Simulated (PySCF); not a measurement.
2-methylazaborolidine (C4H10BN), SMILES CB1CCCN1. Heavy atoms are numbered as in [CH3:1][B:2]1[CH2:3][CH2:4][CH2:5][NH:6]1. Hydrogens are named by the atom that carries them.

Geometry: PBE0-D3(BJ)/def2-SVP. Other conformers were not sampled.

The numbers are results of HF/def2-TZVP (PySCF), not measurements.

ESP charges are fitted to the potential on shells at 1.4 to 2.0 van der Waals radii. Atomic charges (e), one atom of each kind:

| atom | Löwdin | ESP fit | IAO | Mulliken |
|---|---|---|---|---|
| C1 (CH3) | -0.25 | -0.94 | -0.53 | -0.42 |
| B2 | … | 0.67 | 0.37 | 0.32 |
| C3 (CH2) | … | -0.18 | -0.38 | -0.32 |
| C4 (CH2) | -0.22 | -0.12 | -0.21 | -0.16 |
| C5 (CH2) | … | 0.08 | -0.08 | 0.00 |
| N6 (NH) | 0.16 | -0.66 | -0.46 | -0.49 |
| H on C1 | … | 0.20 | 0.13 | 0.11 |
| H on C3 | 0.14 | 0.02 | 0.12 | 0.10 |
| H on C4 | … | 0.04 | 0.11 | 0.09 |
| H on C5 | 0.11 | 0.03 | 0.10 | 0.07 |
| H on N6 | 0.18 | 0.32 | 0.26 | 0.22 |

### Question
Complete the blanks. (Estimate from the structure and the level; the computed values follow.)

### Answer

- B2, Löwdin: -0.62
- C3 (CH2), Löwdin: -0.19
- C5 (CH2), Löwdin: -0.23
- H on C1, Löwdin: 0.14
- H on C4, Löwdin: 0.12

Computed Mayer and Wiberg (Löwdin basis) orders of the bonds:
| bond | Mayer | Wiberg |
|---|---|---|
| C1–B2 | 1.02 | 1.28 |
| B2–C3 | 1.00 | 1.13 |
| C3–C4 | 0.98 | 1.16 |
| C4–C5 | 0.99 | 1.18 |
| B2–N6 | 1.33 | 1.66 |
| C5–N6 | 0.91 | 1.23 |
